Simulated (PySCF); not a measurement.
## `C#CC1=CC=C(C=O)B1`, C₇H₅BO

Molfile (atoms numbered from 1):
```
C7H5BO
     RDKit          3D

 14 14  0  0  0  0  0  0  0  0999 V2000
   -3.6323    0.3199   -0.5737 C   0  0  0  0  0  0  0  0  0  0  0  0
   -2.4431    0.1488   -0.3822 C   0  0  0  0  0  0  0  0  0  0  0  0
   -1.0557   -0.0168   -0.1965 C   0  0  0  0  0  0  0  0  0  0  0  0
   -0.4524   -0.8244    0.7168 C   0  0  0  0  0  0  0  0  0  0  0  0
    1.0232   -0.7411    0.6222 C   0  0  0  0  0  0  0  0  0  0  0  0
    1.4435    0.1145   -0.3454 C   0  0  0  0  0  0  0  0  0  0  0  0
    2.8510    0.3762   -0.6390 C   0  0  0  0  0  0  0  0  0  0  0  0
    3.2466    1.1343   -1.4925 O   0  0  0  0  0  0  0  0  0  0  0  0
    0.1333    0.6955   -1.0047 B   0  0  0  0  0  0  0  0  0  0  0  0
   -4.6832    0.4689   -0.7403 H   0  0  0  0  0  0  0  0  0  0  0  0
   -0.9663   -1.4632    1.4398 H   0  0  0  0  0  0  0  0  0  0  0  0
    1.6820   -1.3216    1.2789 H   0  0  0  0  0  0  0  0  0  0  0  0
    3.5772   -0.1920    0.0020 H   0  0  0  0  0  0  0  0  0  0  0  0
    0.0216    1.4843   -1.9027 H   0  0  0  0  0  0  0  0  0  0  0  0
  1  2  3  0
  2  3  1  0
  3  4  2  0
  4  5  1  0
  5  6  2  0
  6  7  1  0
  7  8  2  0
  6  9  1  0
  9  3  1  0
  1 10  1  0
  4 11  1  0
  5 12  1  0
  7 13  1  0
  9 14  1  0
M  END
```

Method used: TDDFT CAM-B3LYP/aug-cc-pVDZ excited states, vertical, gas phase (PySCF). Geometry: PBE0-D3(BJ)/def2-SVP.

**Question.** Give the one- and two-photon strengths of the lowest singlets.

**Answer.** δ for parallel linear polarisation; σ at the peak of a Lorentzian of half width 0.1 eV, single beam; Ω is circular over linear.
| state | E (eV) | f | photon λ (nm) | δ (au) | σ (GM) | Ω | main |
| --- | --- | --- | --- | --- | --- | --- | --- |
| S1 | 2.18 | 0.052 | 1137 | 181 | 0.32 | 0.69 | HOMO→LUMO 0.95 |
| S2 | 3.00 | 0.000 | 827 | 0.57 | 0.00 | 1.50 | HOMO−1→LUMO 0.88 |
| S3 | 3.46 | 0.000 | 717 | 0.55 | 0.00 | 1.50 | HOMO−2→LUMO 0.90 |
| S4 | 4.47 | 0.001 | 555 | 34.9 | 0.26 | 1.16 | HOMO−1→LUMO+1 0.56, HOMO−4→LUMO 0.29 |
| S5 | 4.70 | 0.000 | 527 | 0.7 | 0.01 | 0.78 | HOMO−4→LUMO 0.67, HOMO−1→LUMO+1 0.22 |
| S6 | 4.81 | 0.110 | 515 | 46600 | 395.59 | 0.67 | HOMO−3→LUMO 0.88 |

Among these, the strongest one-photon state is S6, the strongest two-photon state S6, with a dipole change of 3.4 D (relaxed, norm of the difference vector). Half the energy of S4, S5, S6 comes within 0.4 eV of the allowed S1 or passes it, which inflates δ.
